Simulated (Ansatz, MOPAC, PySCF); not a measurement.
Molecule: C2HO, charge -1, multiplicity 1. SMILES: [C-]#CO
Geometry: optimised at B3LYP-D3(BJ)/def2-TZVP (Ansatz, a first-principles code).

Unscaled harmonic wavenumbers (cm⁻¹) in rising order, each level at the stationary point that it reaches from this structure (no distance between atoms moves by over 0.3 Å); the order of modes can differ between levels, and a negative number is imaginary. B3LYP-D3(BJ)/def2-TZVP (PySCF, at the structure above): 304, 370, 927, 1219, 2060, 3722.

AM1 (MOPAC): 412, 431, 1231, 1466, 2291, 3443. Zero-point energy 13.3 against 12.3 kcal/mol; where all levels lie over 400 cm⁻¹, the wavenumbers are on average 1.142 times those of B3LYP-D3(BJ)/def2-TZVP.

HF/3-21G (Ansatz): 425, 466, 996, 1386, 2250, 3784. Zero-point energy 13.3 against 12.3 kcal/mol; where all levels lie over 400 cm⁻¹, the wavenumbers are on average 1.080 times those of B3LYP-D3(BJ)/def2-TZVP.

HF/6-31G* (Ansatz): 369, 443, 1039, 1371, 2278, 4072. Zero-point energy 13.7 against 12.3 kcal/mol; where all levels lie over 400 cm⁻¹, the wavenumbers are on average 1.111 times those of B3LYP-D3(BJ)/def2-TZVP.

B3LYP/6-31G* (Ansatz): 314, 377, 914, 1219, 2062, 3627. Zero-point energy 12.2 against 12.3 kcal/mol; where all levels lie over 400 cm⁻¹, the wavenumbers are on average 0.990 times those of B3LYP-D3(BJ)/def2-TZVP.
